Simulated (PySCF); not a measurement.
## Telling isomers of C$_{5}$H$_{9}$NOSi apart by NMR

- GFN2-xTB structure
- PBE0/pcSseg-1 with gauge-including orbitals
- code: PySCF
- no solvent, one conformer, rapidly exchanging positions averaged, no relativistic terms

Chemical shifts δ = σref − σ; 1H and 13C vs TMS, all at this level. Where no couplings were computed, multiplicities follow the n + 1 count of equivalent neighbours, and m marks all less simple cases (inequivalent or close neighbours, rings, F or P nearby). Shifts are as computed. Against solution values, carbons near 30 ppm lie about +3 ppm off and those near 130 ppm about +5 ppm. Of 1211 compounds with measured shifts, 218 miss one by over three times the rms of a fit or turn the order of signals round; such compounds aren't used in these exercises. OH and NH positions are gas-phase values without hydrogen bonding to other molecules.

(1) Tabulate the signals of `CC(/C=N\[SiH3])=C/C=O`, `C=C[C@H](C)O[SiH2]C#N`, `C#C[Si@@](C)(N)OC=C` and their relative energies.

(2) What is the quickest way to tell C=C[C@H](C)O[SiH2]C#N from C#C[Si@@](C)(N)OC=C?

(3) What is the quickest way to tell CC(/C=N\[SiH3])=C/C=O from C#C[Si@@](C)(N)OC=C?

(4) What is the quickest way to tell CC(/C=N\[SiH3])=C/C=O from C=C[C@H](C)O[SiH2]C#N?

Answers

(1) 
| SMILES | carbon types | δC | δH | E rel. (kcal/mol) |
| --- | --- | --- | --- | --- |
| CC(/C=N\[SiH3])=C/C=O | 1×C 3×CH 1×CH3 | 194.0, 177.6, 164.8, 137.2, 24.1 | 9.85 (d, 1H), 9.29 (s, 1H), 6.05 (d, 1H), 4.97 (s, 3H), 2.21 (s, 3H) | 27.7 |
| C=C[C@H](C)O[SiH2]C#N | 1×C 2×CH 1×CH2 1×CH3 | 151.0, 127.1, 126.0, 79.0, 26.8 | 6.45 (m, 1H), 5.70 (m, 1H), 5.63 (m, 1H), 4.92 (m, 1H), 4.81 (m, 1H), 4.35 (m, 1H), 1.42 (d, 3H) | 2.7 |
| C#C[Si@@](C)(N)OC=C | 1×C 2×CH 1×CH2 1×CH3 | 150.8, 99.9, 98.7, 91.5, 1.3 | 6.66 (m, 1H), 4.84 (m, 1H), 4.47 (m, 1H), 1.81 (s, 1H), 0.59 (br s, 2H), 0.21 (s, 3H) | 0.0 |

Energies are electronic energies at PBE0/pcSseg-1 on these geometries, without zero-point or thermal terms, each for the one conformer computed, which needn't be the lowest.

(2) Both give the same number of carbon signals, with the same numbers of each carbon type, so the positions decide. The first has a nitrile carbon (C) at 127.1 ppm, the second an alkyne carbon (C) at 91.5 ppm. Their most deshielded carbons lie at 151.0 and 150.8 ppm.

(3) Both give the same number of carbon signals, but DEPT or the intensities differ. The first has a β carbon of a C=C–C=O unit (C) at 164.8 ppm, the second a β carbon of an enol-ether or enamine type C=C (CH2) at 99.9 ppm. Their most deshielded carbons lie at 194.0 and 150.8 ppm. In the proton spectra the most deshielded non-exchanging signals are 9.85 (d, 1H) and 6.66 (m, 1H).

(4) Both give the same number of carbon signals, but DEPT or the intensities differ. The first has an aldehyde carbonyl carbon (CH) at 194.0 ppm, the second a terminal =CH2 carbon at 126.0 ppm. Their most deshielded carbons lie at 194.0 and 151.0 ppm. In the proton spectra the most deshielded non-exchanging signals are 9.85 (d, 1H) and 6.45 (m, 1H).
